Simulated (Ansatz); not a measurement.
Basis sets compared for Au3⁺ (the lowest singlet isomer of a short search). Charge 1, multiplicity 1. Geometry PBE0-D4/def2-TZVP. Ansatz on 4 threads of Arm Neoverse V1 on a shared host; times are rough, and most runs start from earlier orbitals.

```xyz
3

Au   -0.995    1.053    0.474
Au    1.423    0.406   -0.365
Au   -0.428   -1.459   -0.109
```

In the def2 sets Au takes a core potential; there is no spin–orbit coupling. The structure comes from a short search, and lower isomers may exist.

```json
{"level": "PBE-D4/def2-SVP", "functions": "96", "energy (Eh)": "-407.0829", "HOMO (eV)": "-11.74", "LUMO (eV)": "-9.48", "wall time": "0.85 s"}
{"level": "PBE0-D4/def2-SVP", "functions": "96", "energy (Eh)": "-406.9460", "HOMO (eV)": "-12.96", "LUMO (eV)": "-8.45", "wall time": "1.1 s"}
```

Problem. Estimate the rows for PBE-D4/def2-TZVP, PBE0-D4/def2-TZVP.

Solution. 
```csv
level,functions,energy (Eh),HOMO (eV),LUMO (eV),wall time
PBE-D4/def2-TZVP,120,-407.1045,-11.71,-9.49,1.1 s
PBE0-D4/def2-TZVP,120,-406.9674,-12.91,-8.45,1.9 s
```
